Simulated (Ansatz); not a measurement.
Mg7⁺. Total charge 1; doublet. Geometry PBE0/def2-SVP, basis def2-TZVP, Ansatz.

```csv
atom,x (Å),y (Å),z (Å)
Mg1,-2.1864,1.3781,-1.2973
Mg2,2.1261,-2.0869,0.5803
Mg3,1.0471,0.4896,-0.9863
Mg4,-0.8938,-1.0281,0.6806
Mg5,-1.1498,-1.2674,-2.5070
Mg6,1.6631,0.4161,2.3270
Mg7,-0.6064,2.0986,1.2027
```

```csv
run,HOMO (eV),LUMO (eV)
A,-7.64,-6.00
B,-7.20,-6.81
C,-7.15,-6.59
D,-9.21,-4.30
E,-7.81,-5.74
F,-7.33,-6.22
```

LC-ωPBE has ω = 0.4 bohr⁻¹. The structure comes from a short search, and lower isomers may exist.

HOMO and LUMO are taken over both spins.

**Question.** The runs used LC-ωPBE, LDA (SPW92), PBE, PBE0, r2SCAN, r2SCAN0. Estimate which is which.

**Answer.** A PBE0 (25 % exact exchange); B LDA (SPW92) (0 % exact exchange); C PBE (0 % exact exchange); D LC-ωPBE (range-separated); E r2SCAN0 (25 % exact exchange); F r2SCAN (0 % exact exchange). Exact exchange lowers occupied and raises empty levels; among semilocal functionals meta-GGAs tend to open the gap a little, and such runs are hard to tell apart. The gap grows from 0.39 eV (LDA (SPW92)) to 4.91 eV (LC-ωPBE). At LC-ωPBE/def2-TZVP, r2SCAN0/def2-TZVP, r2SCAN/def2-TZVP the charge 1 doublet is spin-contaminated (final ⟨S²⟩ up to 0.92, 0.75 for a pure state).
